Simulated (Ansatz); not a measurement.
Input for Ansatz (an electronic-structure program): R-PBE0/def2-TZVPPD on AsH3 (SMILES [AsH3]) with ghost functions. Files ending in .json are basis or fitting sets from the Basis Set Exchange.

Ansatz 0.2 input:
```yaml
crystal:
  periodic: [false, false, false]
  atoms:
    - {symbol: As, position_ang: [-0.65179306, -0.48964184, 2.79867666]}
    - {symbol: H, position_ang: [-0.18668835, 0.01034062, 4.14651243]}
    - {symbol: H, position_ang: [-0.43267756, -1.96111832, 3.06276176]}
    - {symbol: H, position_ang: [-2.13310047, -0.46808486, 3.09571185]}
basis:
  gaussian:
    orbitals: def2-TZVPPD.json
    ghost_atoms:
      - {symbol: Al, position_ang: [0.28219905, 0.62545735, 0.56096258]}
      - {symbol: H, position_ang: [-0.54047815, -0.29260812, -0.44148129]}
      - {symbol: H, position_ang: [-0.24747156, 2.09128831, 0.86980076]}
      - {symbol: H, position_ang: [1.81159463, 0.28935591, 0.83026113]}
hamiltonian:
  xc: {name: PBE0}
scf: {lower_state_search: off}
```

It printed:

```
WARN ansatz: RAYON_NUM_THREADS=2 ignored (pool sized by the plan → 2); use --threads N
Functional definition: PBE0
these checks for a lower state are left out or cut short: stability, starts, cluster_reference, orbital_swaps, neighbouring_geometries, increment
integrals: 0.11 GiB planned
1067 factors; their error is unknown
mean field: 0.98 GiB planned
mean field evaluation 1: about -60881.9227 eV, gradient 1.1e1 eV
mean field evaluation 2: about -60882.0697 eV, gradient 5.5e0 eV
mean field evaluation 4: about -60882.1039 eV, gradient 3.0e-1 eV
mean field evaluation 8: about -60882.3409 eV, gradient 6.9e-3 eV
mean field -60882.34091653 eV, -2237.3847611495 hartree, gradient 4.5e-6 eV, S^2 0.000000; 0 other end points of the search recorded, 0 dependent functions left out
reference -60882.34095439 eV, -2237.3847625408 hartree; 18, 18 occupied and 186, 186 virtual orbitals, 1067 factors
Total energy: -60882.34095439 eV, -2237.3847625408 hartree
Checks for a lower state left out: stability, starts, cluster_reference, orbital_swaps, neighbouring_geometries, increment
```

The run converged.

Cost: about 3 core-seconds (a rough figure).
